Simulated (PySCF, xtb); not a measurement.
BeH2OSe, SMILES [Be]([SeH])[OH].

GFN2-xTB (xtb 6.7.1) at its own geometry gives an orbital gap of 4.95 eV and a dipole moment of 4.86 D.

Geometry optimised at TPSSh-D3(BJ)/def2-TZVP. A frequency run showed that this geometry is not a minimum. One conformer was computed; it need not be the lowest.

Problem. What does M06-2X/def2-TZVPD run with PySCF give? (The exact figures need the calculation; the answer reports its results.)

Solution. gap 7.75 eV (levels -8.09 and -0.34 eV), dipole 2.19 D.
